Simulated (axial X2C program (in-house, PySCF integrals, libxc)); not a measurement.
Bond lengths and stretching modes, held linear, of GaNC⁻

Computed with an axial X2C code built on PySCF integrals: two-component X2C with atomic mean-field Coulomb and Gaunt terms, Gaussian nuclei, basis Ga dyall-v3z, N dyall-av3z, C dyall-v3z with contracted cores. Spin-free rows use the one-electron spin-free X2C Hamiltonian.

Masses Ga 68.926, N 14.003, C 12.000 u. States: 2c Ω = 1/2 (beyond evenly filled blocks: ω = 1/2); spin-free M_S = 1/2, Λ = 1 (beyond evenly filled blocks: π+α).

B3LYP, 2c: energies above the lowest point

```csv
r(Ga–N) (Å),r(N–C) (Å),E (meV)
2.0173,1.1427,73.53
2.0173,1.1720,24.53
2.0173,1.2013,65.22
2.0690,1.1427,51.48
2.0690,1.1720,4.28
2.0690,1.2013,47.13
2.0690,1.2306,163.60
2.1207,1.1427,45.81
2.1207,1.1720,0.00
2.1207,1.2013,44.53
2.1724,1.1720,8.03
2.1724,1.2306,173.87
```

Fit a quadratic surface with cubic terms in each bond: where is the minimum, and what are the two stretching wavenumbers?

At B3LYP, 2c: bonds 2.111 and 1.171 Å; harmonic stretches 262.4 and 2103.7 cm⁻¹; force constants 0.768, 16.9 and coupling 0.18 mdyn/Å.

The other levels and Hamiltonians give:

| Hamiltonian | level | r(Ga–N) (Å) | r(N–C) (Å) | lower stretch (cm⁻¹) | upper stretch (cm⁻¹) |
| --- | --- | --- | --- | --- | --- |
| 2c | PBE0 | 2.073 | 1.171 | 284.3 | 2127.4 |
| 2c | HF | 2.101 | 1.150 | 270.3 | 2303.3 |
| 2c | MP2 | 2.102 | 1.186 | 272.8 | 2131.3 |
| spin-free | PBE0 | 2.072 | 1.171 | 285.4 | 2127.0 |
| spin-free | HF | 2.099 | 1.150 | 271.7 | 2303.2 |
| spin-free | B3LYP | 2.109 | 1.171 | 263.8 | 2103.2 |
| spin-free | MP2 | 2.100 | 1.186 | 273.9 | 2130.7 |

Each state is one determinant, the lowest of a limited PBE0 search; the stretches come from a fit to these few points and carry an uncertainty of a few per cent. Other orders of the atoms were not compared. MP2 freezes inner shells (threshold -2 hartree). For an anion the highest level of a functional can be positive, and the basis then holds the extra electron. The molecule was held linear; bending was not examined, so a bent shape may lie lower. Note: functional without a current term on a determinant with orbital currents, of the molecule or an atom.
